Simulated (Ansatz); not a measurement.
`C[O][Mo](=[O])([F])([O]C)[O]C`, charge 0, multiplicity 1.

Give a relaxed structure at PBE0-D4/def2-TZVP (Ansatz 0.2.0). (Estimate.)

Ansatz gave: 
Z-matrix (Å, degrees):
```
Mo
O 1 1.851
F 1 1.900 2 151.4
O 1 1.879 2 86.4 3 -65.0
O 1 1.662 2 105.2 3 -171.3
O 1 1.856 2 93.9 3 81.5
C 2 1.393 1 136.6 3 34.1
C 4 1.398 1 136.5 2 162.7
C 6 1.396 1 138.5 2 -153.8
H 7 1.095 2 110.7 1 -86.7
H 7 1.093 2 109.2 1 153.3
H 7 1.097 2 109.1 1 33.6
H 8 1.094 4 109.5 1 -129.2
H 8 1.093 4 110.6 1 -8.8
H 8 1.094 4 109.3 1 111.5
H 9 1.095 6 110.0 1 3.0
H 9 1.094 6 109.7 1 123.2
H 9 1.094 6 109.3 1 -117.1
```
This is one stationary point; other conformers may exist.
